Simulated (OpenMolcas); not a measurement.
Er3+ in a point-charge field

Er3+ among 6 point charges of -0.5 e arranged as a tetragonal octahedron (D4h), 2.61 Å from the ion, with the axial distance 3.106 Å.

* Program: OpenMolcas 26.06
* Method: CASSCF
* Basis: ANO-RCC-VDZP [7s6p4d2f1g]
* Scalar Hamiltonian: DKH2, point nucleus
* Active space: 11 electrons in 7 orbitals (4f)
* State averaging: 2S+1 = 4 odd, 35 roots (30 in the spin-orbit step); 2S+1 = 2 odd, 73 roots kept (CI in the orbitals of an earlier block)
* Spin-orbit coupling: RASSI with atomic mean-field integrals over the reference wave functions

The lowest spin-free states (labels of D4, the rotations of D4h), above the lowest:

```csv
State,Degeneracy,E (cm-1),Free-ion L (%)
2S+1 = 4,2,0.0,I (100)
4E,2,9.3,I (100)
4A1,1,23.6,I (100)
4A2,1,27.2,I (100)
4E,2,44.6,I (100)
4B2,1,55.2,I (100)
4B1,1,93.6,I (100)
4E,2,98.1,I (100)
4A1,1,101.6,I (100)
2A2,1,17868,H (100)
2E,2,17870,H (100)
2B2,1,17874,H (100)
2B1,1,17877,H (100)
2E,2,17883,H (100)
2S+1 = 2,2,17892,H (100)
2E,2,17900,H (100)
4E,2,18160,F (100)
4A2,1,18161,F (100)
4B1,1,18164,F (100)
4B2,1,18196,F (100)
```

The lowest levels with spin-orbit coupling:

```json
{"E (cm-1)": "0.0", "Degeneracy": "2", "Label": "E1/2", "2S+1": "4", "J": "7.50", "|mJ| (%)": "15/2 (100)", "g": "0.00 0.00 17.96"}
{"E (cm-1)": "8.7", "Degeneracy": "2", "Label": "E3/2", "2S+1": "4", "J": "7.50", "|mJ| (%)": "13/2 (100)", "g": "0.04 0.04 15.55"}
{"E (cm-1)": "22.2", "Degeneracy": "2", "Label": "E3/2", "2S+1": "4", "J": "7.50", "|mJ| (%)": "11/2 (99)", "g": "0.01 0.01 13.08"}
{"E (cm-1)": "38.8", "Degeneracy": "2", "Label": "E1/2", "2S+1": "4", "J": "7.50", "|mJ| (%)": "9/2 (95)", "g": "2.31 2.31 10.14"}
{"E (cm-1)": "56.6", "Degeneracy": "2", "Label": "E1/2", "2S+1": "4", "J": "7.50", "|mJ| (%)": "7/2 (90)", "g": "2.02 2.02 7.17"}
{"E (cm-1)": "68.6", "Degeneracy": "2", "Label": "E3/2", "2S+1": "4", "J": "7.50", "|mJ| (%)": "5/2 (71)", "g": "3.13 8.40 8.40"}
{"E (cm-1)": "103.2", "Degeneracy": "2", "Label": "E3/2", "2S+1": "4", "J": "7.50", "|mJ| (%)": "3/2 (70)", "g": "0.82 8.43 8.43"}
{"E (cm-1)": "105.9", "Degeneracy": "2", "Label": "E1/2", "2S+1": "4", "J": "7.50", "|mJ| (%)": "1/2 (90)", "g": "0.62 9.28 9.28"}
{"E (cm-1)": "6657", "Degeneracy": "2", "Label": "E3/2", "2S+1": "4", "J": "6.50", "|mJ| (%)": "13/2 (100)", "g": "0.01 0.01 14.38"}
{"E (cm-1)": "6669", "Degeneracy": "2", "Label": "E3/2", "2S+1": "4", "J": "6.50", "|mJ| (%)": "11/2 (100)", "g": "0.00 0.00 12.14"}
{"E (cm-1)": "6686", "Degeneracy": "2", "Label": "E1/2", "2S+1": "4", "J": "6.50", "|mJ| (%)": "9/2 (98)", "g": "0.78 0.78 9.78"}
{"E (cm-1)": "6704", "Degeneracy": "2", "Label": "E1/2", "2S+1": "4", "J": "6.50", "|mJ| (%)": "7/2 (95)", "g": "0.64 0.64 7.27"}
{"E (cm-1)": "6719", "Degeneracy": "2", "Label": "E3/2", "2S+1": "4", "J": "6.50", "|mJ| (%)": "5/2 (78)", "g": "3.56 6.16 6.16"}
{"E (cm-1)": "6745", "Degeneracy": "2", "Label": "E3/2", "2S+1": "4", "J": "6.50", "|mJ| (%)": "3/2 (78)", "g": "1.37 6.16 6.16"}
{"E (cm-1)": "6750", "Degeneracy": "2", "Label": "E1/2", "2S+1": "4", "J": "6.50", "|mJ| (%)": "1/2 (94)", "g": "0.81 7.60 7.60"}
{"E (cm-1)": "10739", "Degeneracy": "2", "Label": "E3/2", "2S+1": "4 (89 %)", "J": "5.50", "|mJ| (%)": "11/2 (100)", "g": "0.00 0.00 10.78"}
{"E (cm-1)": "10753", "Degeneracy": "2", "Label": "E1/2", "2S+1": "4 (89 %)", "J": "5.50", "|mJ| (%)": "9/2 (99)", "g": "0.21 0.21 8.79"}
{"E (cm-1)": "10770", "Degeneracy": "2", "Label": "E1/2", "2S+1": "4 (89 %)", "J": "5.50", "|mJ| (%)": "7/2 (98)", "g": "0.15 0.15 6.70"}
{"E (cm-1)": "10785", "Degeneracy": "2", "Label": "E3/2", "2S+1": "4 (88 %)", "J": "5.50", "|mJ| (%)": "5/2 (85)", "g": "3.75 3.93 3.93"}
{"E (cm-1)": "10804", "Degeneracy": "2", "Label": "E3/2", "2S+1": "4 (88 %)", "J": "5.50", "|mJ| (%)": "3/2 (85)", "g": "1.79 3.92 3.92"}
```

Powder χT (cm3 K/mol): 10.5 at 2 K, 11.1 at 10 K, 11.3 at 50 K, 11.4 at 100 K, 11.4 at 200 K, 11.4 at 300 K. The effective moment at 300 K is 2.828 √(χT) = 9.56 μB.

Hund's rules give f11 the level 4I15/2 with g = 1.200, so an isolated free-ion multiplet has χT = g² J(J+1) / 8 = 11.475 cm3 K/mol. The computed 11.434 at 300 K differs by 0 %, through the field's splitting, the mixing of terms and any other multiplet in reach.

Stevens parameters of the J = 15/2 multiplet, which is 106 cm-1 wide (cm-1, z along the main axis): B20 = -6.110e-01, B40 = 8.870e-04, B44 = 6.763e-03, B60 = -9.873e-07, B64 = -2.464e-05.

High states are left out of the spin-orbit mixing, which shifts the levels that they would mix with. Point charges carry no covalency, so the field is a model and not that of real ligands. An unlabelled pair can be two single states that coincide in this model. The first state left out of the spin-orbit step lies near 47000 cm-1 above the lowest spin-free state of the reference (among the parities and spins computed), and the lists stop at four fifths of that energy or lower. No measured value stands beside these numbers.
